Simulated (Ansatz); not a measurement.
Reaction (β-hydride elimination): `C[O][AlH][NH2]` → `[NH2][AlH2]` + `C=O`

Gas-phase electronic energies from Ansatz, PBE0-D4/def2-TZVP geometries. CCSD(T)/CBS is frozen-core, at the limit of the def2 triple- and quadruple-zeta sets. Functionals use def2-TZVPP. HSE06 is defined as in plane-wave codes. One conformer a species, not always the lowest.

`C[O][AlH][NH2]`:

```xyz
10

C    -0.573   -1.815   -0.502
O    -0.560   -0.484   -0.085
Al    0.643    0.677    0.138
N     0.136    2.269    0.693
H    -1.186   -1.926   -1.403
H     0.431   -2.199   -0.729
H    -1.006   -2.452    0.277
H     2.165    0.353   -0.136
H     0.765    3.037    0.861
H    -0.814    2.540    0.887
```

`[NH2][AlH2]`:

Z-matrix (Å, degrees):
```
N
Al 1 1.766
H 1 1.007 2 124.9
H 1 1.007 2 124.9 3 180.0
H 2 1.583 1 117.9 3 -180.0
H 2 1.583 1 117.9 3 0.0
```

`C=O`:

Z-matrix (Å, degrees):
```
C
O 1 1.195
H 1 1.109 2 122.0
H 1 1.109 2 122.0 3 -180.0
```

(1) Is it downhill or uphill in electronic energy at CCSD(T)/CBS, and by how much? (Estimate.)

(2) What do these levels give: revPBE-D4, BLYP-D4, PBE0-D4, r2SCAN0, HSE06, BHLYP, HF/def2-SVP, HF/def2-TZVPP, SCS-MP2/def2-TZVPP, CCSD(T)/def2-TZVPP, HF/CBS(def2), MP2/CBS(def2)? (Estimate.)

Largest T1 diagnostic among the species: 0.015.

## Answers

(1) Computed: Uphill: ΔE = +241.3 kJ/mol.

(2) The calculation gave: revPBE-D4 219.1, BLYP-D4 216.8, PBE0-D4 244.0, r2SCAN0 252.8, HSE06 239.1, BHLYP 239.8, HF/def2-SVP 218.1, HF/def2-TZVPP 218.1, SCS-MP2/def2-TZVPP 231.1, CCSD(T)/def2-TZVPP 231.9, HF/CBS(def2) 219.2, MP2/CBS(def2) 250.0 kJ/mol.

From r2SCAN to r2SCAN0 (25 % exact exchange), in def2-TZVPP and without D4, ΔE moves by +9.2 kJ/mol. The D4 term adds +9.1 kJ/mol with B3LYP and +5.0 kJ/mol with PBE0; it sums over pairs of atoms, weighted by their polarisabilities, and B3LYP, whose exchange is more repulsive, gets the larger term. Leaving LDA and LC-ωPBE aside and taking each functional with its dispersion term where it has one, the values, not all of them listed here, spread over 37.9 kJ/mol, from BLYP-D4 to r2SCAN0-D4. LDA lies +47.1 kJ/mol from PBE without D4.

B3LYP here is the variant with VWN-RPA as its local correlation; programs differ in this.
